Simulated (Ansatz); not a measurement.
System: C2H4Cl2, charge 0, singlet. C2H4Cl2 (SMILES CC(Cl)Cl).
B3LYP-D3(BJ)/def2-TZVP minimum from Ansatz (an electronic-structure program):
```xyz
8

C     -1.6126    -0.5750     0.3089
C     -0.1806    -0.1399     0.4961
Cl     0.9362    -1.1934    -0.4372
Cl     0.0348     1.5780     0.0161
H     -1.9006    -0.4974    -0.7382
H     -1.7249    -1.6101     0.6326
H     -2.2680     0.0597     0.9058
H      0.1470    -0.2021     1.5277
```
Charge 0, spin multiplicity 1.

Total energies in cc-pV(D+d)Z, 26 correlated electrons, 12 frozen orbitals. Open shells are spin-unrestricted; no spin-orbit coupling. Cores are frozen in correlated methods. No relativity.

```tsv
method	program	energy (Eh)	minus CCSDT(Q) (mEh)
HF	Ansatz	-997.07852	634.77
MP2	Ansatz	-997.64455	68.75
CCSD	Ansatz	-997.69357	19.72
CCSD(T)	Ansatz	-997.71115	2.14
CCSDT(Q)	Ansatz	-997.71329	0.00
```

Rough core times of Ansatz's runs on a shared machine: CCSD(T) under 20 s, CCSDT(Q) 8 min.
